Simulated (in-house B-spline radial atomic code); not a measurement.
A run on As that did not converge. Method: scalar-relativistic (X2C) wB97X, spin-polarised, spherical fractional occupations, Fermi nucleus of rms radius 4.0968 fm; computed with an all-electron radial atomic-structure program (B-spline basis).

Command:
```bash
python run_scf.py task.json out
```
Settings (nuclear radius in fm, mass in u):
```
Z                33
configuration    [Ne] 3s2 3p5.25 3d10 4s2 4p3 4d0.75
hamiltonian      x2c
method           wb97x
spin_polarised   True
nucleus          fermi
rms_radius       4.0968
atomic_mass      74.92159
speed_of_light   137.035999084
```

First and last ten iterations of the last attempt (damped for 15 steps, keeping 80 % of the old Fock matrix, then DIIS):
```
 iter        energy (Eh)    residual
    1       -2255.790109    3.94e-01
    2       -2256.239319    1.51e-01
    3       -2256.589463    9.12e-02
    4       -2256.713558    5.47e-02
    5       -2256.758542    3.41e-02
    6       -2256.776016    2.37e-02
    7       -2256.783002    1.68e-02
    8       -2256.786001    1.20e-02
    9       -2256.787549    8.71e-03
   10       -2256.788455    6.40e-03
  111       -2256.789934    1.75e-03
  112       -2256.789783    1.34e-03
  113       -2256.789482    1.01e-03
  114       -2256.789827    8.43e-04
  115       -2256.789666    9.05e-04
  116       -2256.789823    1.60e-03
  117       -2256.789844    7.18e-04
  118       -2256.789574    8.95e-04
  119       -2256.789435    8.04e-04
  120       -2256.789549    9.84e-04
 not converged after 120 iterations
```

The smallest residual met was 4.1e-04; the threshold is about 3e-07. No energy from this run should be used. Cost of the run: 20 s on 1 thread of Arm Neoverse V2 (shared host).
